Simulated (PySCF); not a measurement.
Species: o-benzoquinone, C6H4O2.
SMILES with atom numbers: `[O:1]=[C:2]1[CH:3]=[CH:4][CH:5]=[CH:6][C:7]1=[O:8]` (hydrogens: H9 on C3; H10 on C4; H11 on C5; H12 on C6)

Computed with PySCF at CAM-B3LYP/def2-SVPD, non-relativistic, on one gas-phase PBE0-D3(BJ)/def2-SVP geometry that isn't relaxed in the solvent. The solvent is an IEF-PCM continuum (Bondi radii, 1.10 Å for H, scaled by 1.2), and excitations are vertical TDDFT with non-equilibrium linear response and a frozen core. Specific hydrogen bonds and non-electrostatic terms are outside this model.

Gas-phase singlets (H = HOMO, L = LUMO):

```json
{"state": "S1", "E (eV)": "2.099", "λ (nm)": "591", "f": "0.000", "leading configurations": "H→L 95%"}
{"state": "S2", "E (eV)": "3.359", "λ (nm)": "369", "f": "0.054", "leading configurations": "H-1→L 98%"}
{"state": "S3", "E (eV)": "3.455", "λ (nm)": "359", "f": "0.000", "leading configurations": "H-2→L 90%"}
{"state": "S4", "E (eV)": "5.779", "λ (nm)": "215", "f": "0.001", "leading configurations": "H→L+1 78%, H-5→L 14%"}
{"state": "S5", "E (eV)": "6.037", "λ (nm)": "205", "f": "0.095", "leading configurations": "H-3→L 82%, H-1→L+2 17%"}
```

Task: What are the lowest 5 singlets in benzene (ε = 2.271)?

Result: 
| state | E (eV) | λ (nm) | f | leading configurations | change by rank (eV) |
| --- | --- | --- | --- | --- | --- |
| S1 | 2.187 | 567 | 0.000 | H-1→L 95% | +0.088 |
| S2 | 3.176 | 390 | 0.063 | H→L 98% | -0.183 |
| S3 | 3.564 | 348 | 0.000 | H-2→L 91% | +0.109 |
| S4 | 5.885 | 211 | 0.001 | H-1→L+1 61%, H-4→L 31% | +0.106 |
| S5 | 5.907 | 210 | 0.183 | H-3→L 89%, H→L+2 10% | -0.130 |

Task: What are the lowest 5 singlets in methanol (ε = 32.61)?

Result: 
```tsv
state	E (eV)	λ (nm)	f	leading configurations	change by rank (eV)
S1	2.305	538	0.000	H-1→L 96%	+0.206
S2	3.036	408	0.050	H→L 99%	-0.323
S3	3.709	334	0.000	H-2→L 91%	+0.254
S4	5.805	214	0.170	H-3→L 89%, H→L+2 10%	+0.026
S5	5.925	209	0.001	H-4→L 64%, H-1→L+1 29%	-0.112
```

Task: How do the frontier levels move from gas to methanol?

Result: 
```tsv
orbital	gas (eV)	solvent (eV)	change (eV)
LUMO+2	0.93	1.15	+0.22
LUMO+1	0.67	0.87	+0.20
LUMO	-2.76	-2.68	+0.08
HOMO	-8.96	-8.84	+0.12
HOMO-1	-9.11	-9.11	0.00
HOMO-2	-10.40	-10.59	-0.19
HOMO-3	-11.68	-11.37	+0.31
```

The HOMO–LUMO gap goes from 6.19 to 6.15 eV. Rows go by rank; for HOMO-1, HOMO and LUMO the atom shares or the degeneracy differ between the runs, so the row needn't follow one orbital.
